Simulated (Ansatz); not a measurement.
Total energies of Si₂₀H₃₀, a nanocrystal cut from cubic silicon from Ansatz at PBE0-D4/def2-SVP, gas phase (1 Eh = 27.2114 eV = 2625.5 kJ/mol). The reference geometry is relaxed at PBE-D4/def2-SVP.

Cartesian coordinates in Å:
```
Si -0.008 1.820 2.329
Si 3.051 -0.588 2.690
Si -2.211 -1.248 1.513
Si 0.949 -3.514 1.910
Si 3.085 2.713 0.114
Si -2.181 1.798 -0.865
Si 1.012 2.692 -2.937
Si 0.886 -0.477 -0.600
Si -1.407 -3.536 -1.552
Si -1.379 -0.631 -3.821
Si 1.378 0.632 3.820
Si 1.406 3.537 1.552
Si -0.887 0.478 0.600
Si 2.181 -1.798 0.864
Si -1.010 -2.693 2.935
Si -3.085 -2.713 -0.113
Si 2.212 1.248 -1.512
Si -0.948 3.513 -1.911
Si -3.053 0.588 -2.690
Si 0.007 -1.819 -2.330
H -1.153 2.434 3.102
H 4.148 0.350 2.261
H 3.654 -1.586 3.652
H -3.354 -0.630 2.287
H 1.831 -4.125 2.973
H 0.584 -4.605 0.938
H 4.162 2.052 0.934
H 3.715 3.879 -0.612
H -3.323 2.414 -0.089
H 1.910 3.860 -3.266
H 0.649 2.016 -4.233
H -0.630 -4.616 -0.845
H -2.068 -4.164 -2.756
H -0.583 0.306 -4.691
H -2.045 -1.640 -4.726
H 2.044 1.640 4.726
H 0.581 -0.305 4.690
H 2.068 4.164 2.757
H 0.630 4.618 0.845
H 3.324 -2.412 0.088
H -0.647 -2.018 4.232
H -1.909 -3.861 3.264
H -3.713 -3.879 0.614
H -4.163 -2.053 -0.932
H 3.355 0.629 -2.285
H -0.582 4.604 -0.939
H -1.829 4.126 -2.974
H -3.657 1.584 -3.651
H -4.148 -0.351 -2.259
H 1.152 -2.433 -3.103
```

```tsv
state	geometry	energy (Eh)
charge 0 singlet	reference	-5803.96284
charge 1 doublet	reference	-5803.65511
charge -1 doublet	reference	-5803.98674
charge -1 doublet	relaxed at PBE-D4/def2-SVP	-5803.99129
free Si atom (triplet)	–	-289.15194
free H atom (doublet)	–	-0.50029
```

Single mean-field runs in def2-SVP are fitted with def2-universal-jkfit.

(1) Work out the vertical ionisation energy to the doublet.

(2) Work out the vertical electron affinity, to the doublet.

(3) Give the fundamental gap IE − EA, the Mulliken electronegativity (IE + EA)/2 and the hardness (IE − EA)/2.

(4) How much does the charge -1 doublet relax, and what is the adiabatic electron affinity?

(5) What is the binding energy per atom against free atoms?

(1) E(charge 1 doublet) − E(charge 0 singlet) = -5803.65511 − (-5803.96284) = 0.30773 Eh = 8.37 eV. For comparison, −ε of the highest occupied level is 7.29 eV at this level, 1.08 eV less.

(2) E(charge 0 singlet) − E(charge -1 doublet) = -5803.96284 − (-5803.98674) = 0.02390 Eh = 0.65 eV. The basis lacks diffuse functions, which makes affinities too small.

(3) From the values in Eh: IE − EA = 0.30773 − 0.02390 = 0.28383 Eh = 7.72 eV; (IE + EA)/2 = 4.51 eV; (IE − EA)/2 = 3.86 eV. The HOMO–LUMO gap of the same run is 5.76 eV, 1.96 eV smaller than the fundamental gap.

(4) Relaxation: -5803.98674 − (-5803.99129) = 0.00455 Eh = 0.12 eV. Adiabatic electron affinity: 0.02845 Eh = 0.77 eV, without zero-point energy. 

(5) Atoms: 20 × (-289.15194) + 30 × (-0.50029) = -5798.04750 Eh. Binding: -5798.04750 − (-5803.96284) = 5.91534 Eh = 160.96 eV, or 3.22 eV for each of 50 atoms (no zero-point energy, no counterpoise term).

At PBE0-D4/def2-SVP the highest occupied level of the charge -1 doublet lies above zero (up to 0.39 eV). By energy differences its removal costs 0.65 eV (vertical, to the charge 0 singlet, at PBE0-D4/def2-SVP); self-interaction error and the lack of diffuse functions both raise the level. At PBE0-D4/def2-SVP the highest occupied level of the relaxed charge -1 doublet lies above zero (up to 0.08 eV). By energy differences its removal costs 0.77 eV (each at its own geometry, to the charge 0 singlet, at PBE0-D4/def2-SVP); self-interaction error and the lack of diffuse functions both raise the level.
